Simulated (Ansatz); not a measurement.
Sn₆S₁₂. Total charge 0; singlet. Geometry PBE-D4/def2-SVP, basis def2-TZVP, Ansatz.

Cartesian coordinates in Å:
```
Sn -1.7453 -0.2178 -2.6734
Sn -0.5804 -0.5834 4.4101
Sn 1.5587 -3.6569 -1.9017
Sn 2.6142 -0.5139 -3.3349
Sn 1.3618 -1.1578 0.9299
Sn -2.5119 2.0597 1.2892
S -0.7879 3.9900 0.5098
S -0.6282 -2.1062 -0.8679
S 0.8428 -2.2917 -3.8481
S -1.5527 -0.5702 1.9119
S 3.0958 -1.6699 -1.0285
S 0.6618 1.1807 -0.2738
S -2.0604 -2.2229 0.7379
S 0.6519 1.1078 -2.4049
S 1.4322 0.6868 3.3812
S 1.0302 3.0522 0.6125
S -2.9926 1.0892 -1.0077
S -0.3902 1.8241 3.5584
```

| run | HOMO (eV) | LUMO (eV) |
| --- | --- | --- |
| A | -5.06 | -3.67 |
| B | -5.92 | -3.07 |
| C | -4.86 | -3.49 |
| D | -5.28 | -3.70 |

In the def2 sets Sn takes a core potential; there is no spin–orbit coupling. Single mean-field runs in def2-TZVP are fitted with def2-universal-jkfit. Another isomer (singlet) lies 2.69 eV lower at PBE0-D4/def2-TZVP; other spin states weren't run for this one.

Task: The runs used BLYP, PBE, PBE0, r2SCAN. Estimate which is which.

Result: A PBE (0 % exact exchange); B PBE0 (25 % exact exchange); C BLYP (0 % exact exchange); D r2SCAN (0 % exact exchange). Exact exchange lowers occupied and raises empty levels; among semilocal functionals meta-GGAs tend to open the gap a little, and such runs are hard to tell apart. The gap grows from 1.37 eV (BLYP) to 2.85 eV (PBE0).
